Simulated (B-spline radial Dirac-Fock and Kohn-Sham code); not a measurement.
# Auger parameter of bismuth: the K level and its strongest K-LL line

Calculated with a radial B-spline solver, using Dirac-Fock energy differences between relaxed states, corrected for Breit and QED terms. The modified Auger parameter α′ is the binding energy plus the kinetic energy of the Auger electron; it does not depend on the energy zero. For free ions it tends to fall with charge, since less charge screens the final holes.

| species | configuration | binding 1s (eV) | Auger line | kinetic (eV) | α′ (eV) |
| --- | --- | --- | --- | --- | --- |
| Bi | [Xe] 4f14 5d10 6s2 6p3 | 90529.7 | L2L3 J=2 | 61089.2 | 151618.9 |
| Bi⁺ | [Xe] 4f14 5d10 6s2 6p2 | 90538.8 | L2L3 J=2 | 61078.7 | 151617.5 |
| Bi⁺ (Watson 2.2 Å) | [Xe] 4f14 5d10 6s2 6p2 | 90532.4 | L2L3 J=2 | 61085.2 | 151617.6 |
| Bi²⁺ | [Xe] 4f14 5d10 6s2 6p1 | 90549.1 | L2L3 J=2 | 61067.3 | 151616.4 |
| Bi²⁺ (Watson 1.8 Å) | [Xe] 4f14 5d10 6s2 6p1 | 90533.6 | L2L3 J=2 | 61083.1 | 151616.7 |
| Bi²⁺ (Watson 2.2 Å) | [Xe] 4f14 5d10 6s2 6p1 | 90536.1 | L2L3 J=2 | 61080.4 | 151616.5 |
| Bi³⁺ | [Xe] 4f14 5d10 6s2 | 90560.3 | L2L3 J=2 | 61055.1 | 151615.5 |
| Bi³⁺ | [Xe] 4f14 5d9 6s2 6p1 | 90567.6 | L2L3 J=2 | 61046.9 | 151614.5 |
| Bi³⁺ (Watson 1.8 Å) | [Xe] 4f14 5d10 6s2 | 90536.5 | L2L3 J=2 | 61079.1 | 151615.6 |
| Bi⁴⁺ | [Xe] 4f14 5d10 6s1 | 90574.0 | L2L3 J=2 | 61040.7 | 151614.7 |
| Bi⁴⁺ (Watson 2.7 Å) | [Xe] 4f14 5d10 6s1 | 90552.7 | L2L3 J=2 | 61062.0 | 151614.7 |
| Bi⁴⁺ (Watson 3 Å) | [Xe] 4f14 5d10 6s1 | 90554.8 | L2L3 J=2 | 61059.9 | 151614.7 |
| Bi⁵⁺ | [Xe] 4f14 5d10 | 90588.5 | L2L3 J=2 | 61025.6 | 151614.2 |
| Bi⁵⁺ (Watson 1.8 Å) | [Xe] 4f14 5d10 | 90548.5 | L2L3 J=2 | 61065.6 | 151614.2 |
| Bi⁶⁺ | [Xe] 4f14 5d9 | 90609.8 | L2L3 J=2 | 61002.8 | 151612.6 |
| Bi⁷⁺ | [Xe] 4f14 5d8 | 90632.1 | L2L3 J=2 | 60978.9 | 151611.0 |
